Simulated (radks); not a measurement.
Problem. Ge20+, configuration [Ne] 3s2. Method: scalar-relativistic Kohn-Sham, PBEsol, spin-polarised, spherical densities, finite nucleus; Fermi nuclear charge, rms radius 4.0742 fm; computed with a radial shooting solver on a logarithmic mesh with Libxc functionals. Some entries of the table are withheld. Estimate them.

orbital,occ.,eigenvalue (eV),<r> (bohr),<1/r> (bohr^-1)
1s,2,(1),(2),32.37
2s,2,-2173.822,(3),7.209
2p,6,-2008.869,0.1805,7.060
3s,2,-817.2536,0.5181,2.824

Solution. 
(1) 1s eigenvalue (eV): -11793.10
(2) 1s <r> (bohr): 0.04701
(3) 2s <r> (bohr): 0.2070
